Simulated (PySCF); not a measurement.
Work out the structure from these simulated measurements.

Elements present: C, H, N and O. Monoisotopic mass: 111.0553 u (electron mass counted); charge +1.

| Property | Result |
| --- | --- |
| Rotational structure | rotational constants A, B, C: 4.940, 1.652, 1.248 GHz [GFN2-xTB] |
| 1H NMR | chemical shifts (computed TMS as zero) by class: 9.97 (1 H), 8.98 (1 H), 7.87 (1 H), 7.75 (1 H), 3.17 (3 H) ppm [GIAO PBE0/pcSseg-1] |
| Polarisability | 66.2 au [wB97X-D/def2-SVPD] |
| Triplet | lowest triplet excitation (Tamm–Dancoff): 4.30 eV [TDA wB97X-D/def2-SVPD] |
| 13C NMR | chemical shifts (computed TMS as zero) by class: 168.7 (1 C), 139.4 (1 C), 128.8 (1 C), 126.8 (1 C), 22.2 (1 C) ppm [GIAO PBE0/pcSseg-1] |
| NMR, other nuclei | isotropic shieldings of nuclei other than C and H, by class: 15 (1 N), 74 (1 N), -209 (1 O) ppm [GIAO PBE0/pcSseg-1] |
| UV, first state | lowest singlet excitation: 4.93 eV (252 nm, f = 0.000) [TDDFT wB97X-D/def2-SVPD] |

The electronic properties come from PySCF, for the isolated species, density fitting. Levels stand in brackets. Isolated species at its GFN2-xTB geometry (one conformer only). Each NMR value is the plain mean over a class of atoms that symmetry, rotation or inversion makes alike.

Question: Which formula fits the mass and the elements?

Answer: C5H7N2O (calculated 111.0553). No other formula that holds each of these elements comes within 0.0003 u with a fitting electron parity and a possible valence count.

Question: What is the compound? Reason from the data.

Answer: Numbering: `[CH3:1][C:2](=[O:3])[n+:4]1[cH:5][cH:6][nH:7][cH:8]1`. 5 carbons fall into 5 classes; from least to most shielded: carbonyl carbon [C2] (168.7 ppm), aromatic CH next to a ring nitrogen [C8] (139.4 ppm), aromatic CH next to a ring nitrogen [C6] (128.8 ppm), aromatic CH next to a ring nitrogen [C5] (126.8 ppm), methyl carbon next to a carbonyl [C1] (22.2 ppm). Hydrogen classes from least to most shielded: 1 H on a ring nitrogen, N7 (9.97 ppm), 1 H on an aromatic CH next to a ring nitrogen, C8 (8.98 ppm), 1 H on an aromatic CH next to a ring nitrogen, C5 (7.87 ppm), 1 H on an aromatic CH next to a ring nitrogen, C6 (7.75 ppm), 3 H on a methyl carbon next to a carbonyl, C1 (3.17 ppm). The other shieldings belong to: 15 ppm, three-coordinate ring nitrogen [N4]; 74 ppm, ring nitrogen [N7]; -209 ppm, carbonyl oxygen [O3]. S1 is mainly HOMO−1→LUMO (weight 0.88); the largest Löwdin shares of the orbital it empties are 0.65 on the carbonyl oxygen, 0.10 on the carbonyl carbon, 0.09 on the methyl carbon next to a carbonyl and 0.09 on the three-coordinate ring nitrogen, of the orbital it fills 0.23 on an aromatic CH next to a ring nitrogen, 0.17 on the carbonyl carbon, 0.16 on the carbonyl oxygen and 0.14 on the three-coordinate ring nitrogen. The optimised geometry has point group Cs and is an asymmetric top. Structure: `O=C(C)[n+]1cc[nH]c1`. The assignments are read from this structure; whether some other isomer fits the data as well wasn't checked.

Conformer computed: `[CH3:1][C:2](=[O:3])[n+:4]1[cH:5][cH:6][nH:7][cH:8]1`: C1–C2–N4–C5 0°.
